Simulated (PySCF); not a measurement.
Vibration and rotation of SmS

PBE constants of SmS, septet, about 5.8 electrons in the 4f shell (Mulliken), real f orbitals that mix terms (PySCF, spin-free X2C with a Gaussian nucleus, basis sets Sm x2c-SVPall, S x2c-SVPall; masses 151.9197 and 31.9721 u):

| Property | Result |
| --- | --- |
| ωe | 395.5 cm⁻¹ |
| ωexe | 0.923 cm⁻¹ |
| Be | 0.11209 cm⁻¹ |
| αe | 0.000367 cm⁻¹ |
| D (centrifugal) | 3.6e-08 cm⁻¹ |
| De to Sm (4f6 6s2) + S | 4.57 eV |

Q: Give the vibrational terms G(v) and spacings up to v = 6.

A: G(v) = ωe(v+½) − ωexe(v+½)².

```json
{"v": "0", "G(v) (cm⁻¹)": "197.5", "G(v) − G(v−1)": "", "Bv (cm⁻¹)": "0.1119"}
{"v": "1", "G(v) (cm⁻¹)": "591.2", "G(v) − G(v−1)": "393.7", "Bv (cm⁻¹)": "0.1115"}
{"v": "2", "G(v) (cm⁻¹)": "983.0", "G(v) − G(v−1)": "391.8", "Bv (cm⁻¹)": "0.1112"}
{"v": "3", "G(v) (cm⁻¹)": "1372.9", "G(v) − G(v−1)": "390.0", "Bv (cm⁻¹)": "0.1108"}
{"v": "4", "G(v) (cm⁻¹)": "1761.1", "G(v) − G(v−1)": "388.1", "Bv (cm⁻¹)": "0.1104"}
{"v": "5", "G(v) (cm⁻¹)": "2147.3", "G(v) − G(v−1)": "386.3", "Bv (cm⁻¹)": "0.1101"}
{"v": "6", "G(v) (cm⁻¹)": "2531.8", "G(v) − G(v−1)": "384.4", "Bv (cm⁻¹)": "0.1097"}
```

Q: How well does the Morse estimate ωe²/(4ωexe) reproduce De, and what is D0?

A: It gives 5.25 eV, 115 % of the computed De. D0 = De − G(0) = 4.57 − 0.02 = 4.55 eV.

These are scalar-relativistic numbers at best; spin–orbit coupling would shift them, the dissociation energy most. With d or f electrons several states lie close, and the lowest PBE0 determinant need not be the measured ground state.
